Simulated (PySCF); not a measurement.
[Zn(CH3)(OH)], neutral singlet in the gas phase. 

Cartesian coordinates (Å):
```xyz
7

Zn     0.0421     0.0220     0.0485
C     -1.6344     0.8406     0.5333
H     -1.9902     1.5153    -0.2718
H     -1.5319     1.4412     1.4598
H     -2.4155     0.0730     0.7082
O      1.5340    -0.7779    -0.5318
H      2.2657    -0.7215     0.1092
```
Charge 0, multiplicity 1.

All levels are single points at this geometry (PBE-D3(BJ)/def2-SVP); Pople sets use spherical d functions. Orbital energies aren't observables, and empty levels follow the basis.

PBE/6-31G* (LANL2DZ on Zn) in PySCF gives dipole (D) = 1.82.

Question: Estimate the dipole (D) from each of these levels: B3LYP-D3(BJ)/def2-TZVP in PySCF; TPSSh-D3(BJ)/def2-TZVP in PySCF; B3LYP/6-311+G** (LANL2DZ on Zn) in PySCF; B3LYP/6-31G* (LANL2DZ on Zn) in PySCF; HF/6-31G* (LANL2DZ on Zn) in PySCF.

Answer: 
```csv
level,dipole (D)
B3LYP-D3(BJ)/def2-TZVP in PySCF,1.94
TPSSh-D3(BJ)/def2-TZVP in PySCF,1.86
B3LYP/6-311+G** (LANL2DZ on Zn) in PySCF,2.27
B3LYP/6-31G* (LANL2DZ on Zn) in PySCF,1.92
HF/6-31G* (LANL2DZ on Zn) in PySCF,2.14
```
